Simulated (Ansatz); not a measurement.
Geometry optimisation, RKS revPBE-D4/def2-SVP (Ansatz).

The input (input.yaml):

```yaml
crystal:
  periodic: [false, false, false]
  atoms:
    - { symbol: Ge, position_ang: [0.106756, -0.137101, 0.324576] }
    - { symbol: H, position_ang: [0.113462, 0.169394, 1.825023] }
    - { symbol: O, position_ang: [1.857751, -0.334853, 0.489316] }
    - { symbol: H, position_ang: [2.366086, -0.511571, -0.327347] }
    - { symbol: F, position_ang: [-0.245894, 1.277313, -0.671771] }
    - { symbol: H, position_ang: [-0.674963, -1.309182, -0.320598] }
basis:
  gaussian: { orbitals: def2-SVP }
hamiltonian:
  xc: revpbe
  dispersion: d4
relax:
  f_tol: 0.03
  max_steps: 50
```

Command:

```bash
$ ansatz run input.yaml --threads 1 --pin off --max-ram 2048MiB --backend cpu --events-out ev --progress --plain --runs-dir out
```

**Question.** Where does it end, and by what steps?

**Answer.** The run converged. After 5 steps the energy has fallen by 0.263 eV; H2 moved furthest, 0.31 Å.

```csv
step,energy less start (eV),largest force component (eV/Å),accepted
0,0.0000,1.060,yes
1,-0.2172,0.248,yes
2,-0.2463,0.215,yes
3,-0.2605,0.186,yes
4,-0.2626,0.041,yes
5,-0.2629,0.028,yes
```

```xyz
6
Properties=species:S:1:pos:R:3
Ge 0.187 -0.117 0.402
H -0.190 0.215 1.860
O 1.965 -0.336 0.408
H 2.295 -0.582 -0.476
F -0.189 1.284 -0.606
H -0.545 -1.311 -0.269
```

Run time: 9.6 s on 1 thread of Arm Neoverse V2 (shared host), peak memory 0.13 GiB.
